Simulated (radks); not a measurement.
All-electron atom: La in [Xe] 5d2 6p1 (not the ground configuration). All-electron calculation, scalar-relativistic Kohn-Sham, r2SCAN, spin-polarised, spherical densities, finite nucleus; open shells are filled with parallel spins first (spin-orbit coupling, left out, can overturn this in heavy ions); meta-GGA in the generalised Kohn-Sham scheme; Fermi nuclear charge, rms radius 4.855 fm. Program: a radial shooting solver on a logarithmic mesh with Libxc functionals.

Normalised radial functions P(r) = r R(r), r in bohr:

r	5s up	5s down	6p up
0.00315	0.0803	0.0812	0.0012
0.004339	0.0994	0.1005	0.0020
0.005975	0.1190	0.1204	0.0035
0.008162	0.1354	0.1370	0.0059
0.01124	0.1434	0.1450	0.0099
0.01548	0.1331	0.1346	0.0160
0.02132	0.0933	0.0943	0.0246
0.02936	0.0159	0.0161	0.0355
0.04011	-0.0902	-0.0912	0.0458
0.05523	-0.1957	-0.1979	0.0503
0.07606	-0.2273	-0.2299	0.0392
0.1047	-0.1113	-0.1126	0.0056
0.1431	0.1313	0.1328	-0.0417
0.1971	0.3304	0.3342	-0.0730
0.2714	0.2152	0.2176	-0.0445
0.3737	-0.2172	-0.2198	0.0433
0.5147	-0.5067	-0.5123	0.1094
0.7031	-0.1990	-0.2007	0.0606
0.9683	0.5082	0.5144	-0.0855
1.333	0.9337	0.9407	-0.1869
1.836	0.7778	0.7747	-0.1211
2.509	0.3801	0.3708	0.0829
3.455	0.1024	0.0983	0.3148
4.758	0.0140	0.0124	0.4471
6.552	0.0009	0.0006	0.4086
9.023	0.0000	0.0000	0.2423
12.33	0.0000	0.0000	0.0893
16.98	0.0000	0.0000	0.0177

5s up: eigenvalue -39.528 eV, 4 radial nodes at r = 0.0309, 0.122, 0.323, 0.774 bohr, <r> = 1.58 bohr, 90 % of the charge inside 2.27 bohr. 5s down: eigenvalue -38.953 eV, 4 radial nodes at r = 0.0309, 0.122, 0.323, 0.773 bohr, <r> = 1.57 bohr, 90 % of the charge inside 2.25 bohr. 6p up: eigenvalue -1.766 eV, 4 radial nodes at r = 0.109, 0.324, 0.812, 2.24 bohr, <r> = 6.10 bohr, 90 % of the charge inside 9.00 bohr.
